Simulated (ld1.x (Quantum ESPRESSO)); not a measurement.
Scattering properties, TM potential for Ag (Z = 47)

```json
{"Element": "Ag", "Generator": "ld1.x (Quantum ESPRESSO) 7.5", "Type": "norm-conserving Troullier–Martins (Kleinman–Bylander form)", "Functional": "PBE", "Relativity": "scalar-relativistic", "Frozen core": "[Kr]", "Valence charge": "11", "Reference configuration": "4d10 5s0.5 5p0 (charge +0.5)", "Partial waves": "5s (bound): rc 1.85 bohr; 5p (bound, empty): rc 3.35 bohr; 4d (bound): rc 2.00 bohr", "Local potential": "all-electron potential smoothed inside 2.95 bohr (lloc = -2)", "Core correction": "a·sin(br)/r model core, default radius (core density twice the valence density)"}
```

The phase is arctan(r·u′/u) with u = r·R(r), unwrapped; energies in Ry, scanned from -3 to 5 Ry. A pole is an energy at which the radial function vanishes at the test radius. The pseudo phase is shifted by a multiple of π to meet the all-electron one at the reference energy, and phase errors are pseudo minus all-electron; the curves can meet again beyond the range given. Levels narrower than the energy grid can be missing from the lists of poles.

| channel | radius (bohr) | reference energy (Ry) | poles, all-electron | poles, pseudo | unbroken range about the reference energy with phases within 0.05 rad | phase error 1 Ry above the reference energy (rad) |
| --- | --- | --- | --- | --- | --- | --- |
| s | 3.65 | -0.57 | -0.09, 3.78 | -0.09, 3.24 | below 1.4 | -0.000 |
| p | 3.65 | -0.25 | 0.63, 4.69 | 0.61, 3.60 | below 1.5 | -0.009 |
| d | 3.65 | -0.84 | -0.80, 2.00 | -0.80, 2.32 | below 0.2 | +0.042 |

Phases in the p channel:

| E (Ry) | all-electron | pseudo |
| --- | --- | --- |
| -3.00 | 1.399 | 1.399 |
| -2.76 | 1.390 | 1.390 |
| -2.52 | 1.380 | 1.380 |
| -2.28 | 1.368 | 1.367 |
| -2.04 | 1.353 | 1.352 |
| -1.80 | 1.333 | 1.333 |
| -1.56 | 1.308 | 1.308 |
| -1.32 | 1.274 | 1.273 |
| -1.08 | 1.221 | 1.220 |
| -0.84 | 1.132 | 1.131 |
| -0.60 | 0.943 | 0.942 |
| -0.36 | 0.374 | 0.373 |
| -0.12 | -0.804 | -0.804 |
| 0.12 | -1.294 | -1.296 |
| 0.36 | -1.470 | -1.474 |
| 0.60 | -1.562 | -1.569 |
| 0.84 | -1.626 | -1.637 |
| 1.08 | -1.681 | -1.699 |
| 1.32 | -1.739 | -1.771 |
| 1.56 | -1.810 | -1.878 |
| 1.80 | -1.919 | -2.100 |
| 2.04 | -2.130 | -2.826 |
| 2.28 | -2.685 | -4.003 |
| 2.52 | -3.716 | -4.388 |
| 2.76 | -4.226 | -4.530 |
| 3.00 | -4.420 | -4.607 |
| 3.24 | -4.517 | -4.657 |
| 3.48 | -4.577 | -4.696 |
| 3.72 | -4.617 | -4.729 |
| 3.96 | -4.648 | -4.762 |
| 4.20 | -4.672 | -4.798 |
| 4.44 | -4.693 | -4.844 |
| 4.68 | -4.712 | -4.913 |
| 4.92 | -4.729 | -5.043 |
